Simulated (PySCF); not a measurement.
From one molecule to another.

First species: C₅H₉N₃Si.
Numbering: `[CH3:1][NH:2][SiH2:3][c:4]1[cH:5][n:6][cH:7][cH:8][n:9]1` (hydrogens: H10, H11, H12 on C1; H13 on N2; H14, H15 on Si3; H16 on C5; H17 on C7; H18 on C8)

Geometry (GFN2-xTB, Å), atoms numbered from 1 in this order:
```
atom  x, y, z in Å
C1     3.3613    0.1992   -0.3203
N2     1.9210    0.1324   -0.4069
Si3    0.9340   -0.2506    0.9473
C4    -0.8390   -0.0948    0.3147
C5    -1.3557    1.0606   -0.2706
N6    -2.6135    1.1633   -0.6655
C7    -3.3866    0.1020   -0.4851
C8    -2.8886   -1.0596    0.0873
N9    -1.6300   -1.1523    0.4854
H10    3.7564    0.8315   -1.1171
H11    3.6312    0.6353    0.6384
H12    3.8336   -0.7864   -0.3913
H13    1.6211   -0.1717   -1.3225
H14    1.0837   -1.5815    1.5473
H15    1.2147    0.7913    1.9427
H16   -0.7327    1.9314   -0.4238
H17   -4.4156    0.1944   -0.8056
H18   -3.5040   -1.9379    0.2340
```

Second species: C5H9N3Si.
SMILES: `CN[SiH2]C1=NC=NC=C1`

Levels: PBE0/pcSseg-1 for dipole moment, HOMO energy, LUMO energy and HOMO–LUMO gap; GFN2-xTB for rotational constant A and rotational constant C. Geometries: GFN2-xTB. Each structure is a single optimised conformer of the isolated species, non-relativistic unless stated; the electronic structure was computed with PySCF and density fitting.

Dipoles, sizes and rotational constants follow the conformer. The torsions of the flexible species, by atom-mapped SMILES:
- `[CH3:1][NH:2][SiH2:3][c:4]1[cH:5][n:6][cH:7][cH:8][n:9]1`: C1–N2–Si3–C4 177°, N2–Si3–C4–C5 -56°
- `[CH3:1][NH:2][SiH2:3][c:4]1[cH:5][cH:6][n:7][cH:8][n:9]1`: C1–N2–Si3–C4 -179°, N2–Si3–C4–C5 -18°

```tsv
property	column X	column Y
dipole moment	3.33 D	1.22 D
HOMO energy	-6.89 eV	-6.85 eV
LUMO energy	-1.41 eV	-1.47 eV
HOMO–LUMO gap	5.48 eV	5.38 eV
rotational constant A	4.171 GHz	3.881 GHz
rotational constant C	0.625 GHz	0.655 GHz
```

Task: Which column belongs to which species?

Result: Column X is the second species and column Y the first. The first has 18 atoms and 74 electrons, the second 18 and 74.

Task: How does each property change from the first species to the second?

Result: dipole moment +2.11 D; HOMO energy -0.04 eV; LUMO energy +0.06 eV; HOMO–LUMO gap +0.10 eV; rotational constant A +0.290 GHz; rotational constant C -0.030 GHz.

On the first: In atomic units the dipole is 0.48 e·bohr (1 au = 2.5417 D).

On the second: The dipole matches unit charges of opposite sign 0.69 Å apart (1 e·Å = 4.8032 D). GFN2-xTB frequencies show an imaginary mode (34i cm⁻¹), so this geometry is no minimum at that level.
